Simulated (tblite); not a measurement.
C6H12F2OSi.
Z-matrix (Å and degrees, GFN2-xTB geometry), rows numbered from 1:
```
C 
C   1  1.5240
C   2  1.5294  1  110.36
C   2  1.5395  1  113.50  3  -123.37
Si  4  1.9411  2  112.44  1   -56.04
C   4  1.4682  2  115.03  1    64.52
O   6  1.2080  4  127.79  2   -43.60
C   6  1.5512  4  113.83  2   138.92
F   8  1.3561  6  110.17  4   -60.87
F   8  1.3577  6  110.68  4    56.15
H   1  1.0885  2  110.89  3  -174.78
H   1  1.0861  2  110.47  3    64.58
H   1  1.0882  2  109.83  3   -55.15
H   2  1.0971  1  108.49  3   118.39
H   3  1.0879  2  110.40  1   -58.50
H   3  1.0883  2  111.06  1  -178.76
H   3  1.0877  2  110.31  1    61.13
H   4  1.0929  2  107.99  1  -173.50
H   5  1.4640  4  104.84  2   -38.54
H   5  1.4586  4  108.30  2  -156.86
H   5  1.4596  4  109.57  2    81.57
H   8  1.0988  6  112.49  4   177.89
```

All values are computed: GFN2-xTB (tblite) harmonic vibrations without scaling, gas phase. Against measured fundamentals such values can be off by several per cent, at times by over 20. Modes of hydrogen on silicon can be 10 to 20 % off. One conformer, not necessarily the lowest.

Harmonic wavenumbers (cm⁻¹): 27.1, 56.1, 79.0, 138.8, 145.5, 158.6, 187.5, 214.9, 225.2, 235.2, 255.8, 333.1, 386.2, 398.9, 451.9, 528.8, 564.1, 572.8, 617.1, 681.2, 745.8, 767.0, 777.9, 792.9, 858.6, 895.9, 951.3, 984.9, 998.2, 1021.8, 1069.8, 1092.5, 1117.8, 1143.2, 1170.2, 1206.0, 1238.1, 1251.0, 1307.6, 1319.2, 1356.2, 1409.7, 1424.3, 1489.1, 1493.5, 1503.3, 1505.6, 1745.5, 2270.2, 2312.3, 2323.7, 2908.3, 2927.5, 2953.3, 3020.1, 3028.1, 3031.4, 3034.2, 3040.9, 3063.6.

A = 1368, B = 903.4, C = 696.3 MHz; mass 166.063 u (most abundant isotopes); point group C1, symmetry number 1.

**Question.** Zero-point energy?

**Answer.** ½Σν̃ = 36404 cm⁻¹ = 104.08 kcal/mol.

**Question.** Give the ideal-gas entropy at 500 K and 1 bar in the rigid-rotor, harmonic-oscillator model (classical rotation).

**Answer.** Translation 43.82, rotation 31.84, vibration 66.93: S = 142.6 cal/(mol K).

**Question.** And Cp and H(500 K) − H(0)?

**Answer.** Cp = 69.20 cal/(mol K), of which vibrations give 61.25 (their classical limit is 60 R = 119.2); H(500 K) − H(0) = 20.60 kcal/mol without the zero-point energy, 16.62 from vibrations.

**Question.** How do the functions run with temperature in this model?

**Answer.** 
| T (K) | S (cal/(mol K)) | Cp (cal/(mol K)) | H − H(0) (kcal/mol) | G − H(0) (kcal/mol) | ln q(vib) |
| --- | --- | --- | --- | --- | --- |
| 100 | 75.6 | 23.4 | 1.52 | -6.03 | 2.73 |
| 200 | 95.8 | 36.1 | 4.52 | -14.65 | 6.44 |
| 300 | 112.8 | 48.3 | 8.74 | -25.09 | 10.06 |
| 800 | 179.9 | 89.3 | 44.65 | -99.28 | 26.49 |
| 1000 | 200.8 | 97.9 | 63.42 | -137.40 | 32.29 |

q(vib) and H(0) count from the zero-point level.

**Question.** What must be added to the electronic energy to get the Gibbs energy at 500 K and 1 bar?

**Answer.** ZPE + [H(500 K) − H(0)] − T·S = 104.08 + 20.60 − 71.30 = 53.38 kcal/mol.

**Question.** Which modes carry the vibrational entropy at 500 K?

**Answer.** 27.1 cm⁻¹: 7.06; 56.1 cm⁻¹: 5.61; 79.0 cm⁻¹: 4.94; 138.8 cm⁻¹: 3.82; 145.5 cm⁻¹: 3.73; 158.6 cm⁻¹: 3.56 cal/(mol K); the other 54 give 38.21 together.

**Question.** Blend soft modes into free rotors: weight 1/[1 + (100 cm⁻¹/ν̃)⁴] for the oscillator and the rest for a rotor with moment μB/(μ + B), μ = h/(8π²ν), B = 10⁻⁴⁴ kg m². What vibrational entropy results?

**Answer.** 61.61 cal/(mol K) in place of 66.93, which changes −T·S at 500 K by +2.66 kcal/mol.

Hindered rotation and anharmonicity are outside this model. Other conformers, if any are populated, would add a mixing term that is left out. The structure is chiral; the term R ln 2 for an equal mix with its mirror image is left out.
